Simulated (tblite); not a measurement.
Species: C6H15O2P.
Structure used (GFN2-xTB), in Å, numbered top down from 1:
```
atom  x, y, z in Å
C1     2.9989   -0.5126   -0.9461
C2     1.5276   -0.2233   -1.1952
P3     0.6906   -0.0723    0.4400
O4     1.3610    0.8262    1.3891
O5     0.7082   -1.5957    0.9895
C6    -1.1161    0.2850    0.1720
C7    -1.2217    1.6883   -0.4089
C8    -1.7438   -0.7544   -0.7450
C9    -1.7448    0.2372    1.5598
H10    3.1174   -1.4853   -0.4722
H11    3.4134    0.2439   -0.2826
H12    3.5604   -0.5089   -1.8782
H13    1.0624   -1.0186   -1.7750
H14    1.4084    0.7233   -1.7226
H15    1.1122   -1.5698    1.8589
H16   -0.6662    2.3850    0.2161
H17   -2.2621    2.0076   -0.4500
H18   -0.8111    1.7257   -1.4167
H19   -2.8243   -0.6209   -0.7755
H20   -1.3602   -0.6632   -1.7589
H21   -1.5286   -1.7567   -0.3806
H22   -1.6969   -0.7726    1.9647
H23   -2.7887    0.5446    1.5213
H24   -1.2078    0.9072    2.2294
```

Computed with GFN2-xTB (tblite): harmonic, unscaled wavenumbers at the GFN2-xTB geometry, gas phase. Errors from tens to a few hundred cm⁻¹ against measured bands are possible. One conformer, not necessarily the lowest.

Harmonic wavenumbers (cm⁻¹): 47.0, 62.9, 131.2, 161.7, 183.1, 193.4, 213.3, 224.4, 225.7, 241.2, 273.5, 280.3, 287.1, 308.1, 374.6, 401.6, 413.4, 458.3, 623.3, 719.8, 742.4, 802.5, 862.9, 891.2, 962.5, 970.8, 972.5, 974.1, 1002.1, 1024.8, 1029.5, 1075.3, 1210.7, 1220.6, 1238.6, 1250.1, 1252.2, 1261.0, 1399.2, 1402.0, 1403.2, 1421.8, 1433.7, 1482.1, 1486.5, 1488.0, 1489.7, 1495.7, 1497.5, 1499.2, 1504.9, 2980.5, 2995.9, 3008.7, 3011.1, 3015.4, 3017.0, 3019.1, 3021.7, 3023.3, 3027.3, 3029.3, 3030.0, 3033.9, 3034.7, 3579.2.

A = 2034, B = 1043, C = 992.5 MHz; mass 150.081 u (most abundant isotopes); point group C1, symmetry number 1.

Problem. Zero-point energy?

Solution. ½Σν̃ = 44699 cm⁻¹ = 127.80 kcal/mol.

Problem. Give the ideal-gas entropy at 273.15 K and 1 bar in the rigid-rotor, harmonic-oscillator model (classical rotation).

Solution. Translation 40.52, rotation 29.15, vibration 35.75: S = 105.4 cal/(mol K).

Problem. And Cp and H(273.15 K) − H(0)?

Solution. Cp = 45.76 cal/(mol K), of which vibrations give 37.81 (their classical limit is 66 R = 131.2); H(273.15 K) − H(0) = 7.55 kcal/mol without the zero-point energy, 5.38 from vibrations.

Problem. How do the functions run with temperature in this model?

Solution. 
```
 T (K)  S (cal/(mol K))  Cp (cal/(mol K))  H − H(0) (kcal/mol)  G − H(0) (kcal/mol)  ln q(vib)
   150             82.7              31.2                 2.80                -9.61       3.58
   250            101.5              43.1                 6.52               -18.85       7.24
298.15            109.6              48.7                 8.73               -23.93       8.98
   400            125.5              60.2                14.28               -35.91      12.59
   600            153.6              78.7                28.27               -63.88      19.37
   900            189.3              97.4                54.92              -115.49      28.75
```

q(vib) and H(0) count from the zero-point level.

Problem. Which modes carry the vibrational entropy at 273.15 K?

Solution. 47.0 cm⁻¹: 4.77; 62.9 cm⁻¹: 4.19; 131.2 cm⁻¹: 2.76; 161.7 cm⁻¹: 2.37; 183.1 cm⁻¹: 2.13; 193.4 cm⁻¹: 2.03 cal/(mol K); the other 60 give 17.50 together.

Problem. Blend soft modes into free rotors: weight 1/[1 + (100 cm⁻¹/ν̃)⁴] for the oscillator and the rest for a rotor with moment μB/(μ + B), μ = h/(8π²ν), B = 10⁻⁴⁴ kg m². What vibrational entropy results?

Solution. 33.72 cal/(mol K) in place of 35.75, which changes −T·S at 273.15 K by +0.55 kcal/mol.

Hindered rotation and anharmonicity are outside this model. Other conformers, if any are populated, would add a mixing term that is left out. The structure is chiral; the term R ln 2 for an equal mix with its mirror image is left out.

Run on Arm Neoverse V1, one thread, shared host. The figure is for the frequency step alone.
